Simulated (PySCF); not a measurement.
Excited states of Sc³⁺ (scandium, charge +3)

Ground state [Ar], ¹S. Calculation: PySCF 2.14, in x2c-TZVPall with one added diffuse shell each of s, p, d type (7s6p5d1f, 57 functions); the spin-free X2C one-electron Hamiltonian (Gaussian nucleus). Vertical excitation energies in eV without spin-orbit coupling; excited terms of each kind are numbered among those the solver found. Frozen: [Ne].

```tsv
term	leading excitation	EOM-EE-CCSD
1 3P°	3p → d	30.197
1 3F°	3p → d	31.764
1 1D°	3p → d	33.900
1 3D°	3p → d	33.974
1 1F°	3p → d	34.176
1 1P°	3p → s	41.986
1 3S	3p → p	45.704
1 3D	3p → p	46.669
1 1D	3p → p	46.989
1 1P	3p → p	47.215
1 3P	3p → p	47.259
1 1S	3p → p	48.941
2 3S	3p → p	58.545
2 1D	3p → p	59.035
```

The solver can miss terms.
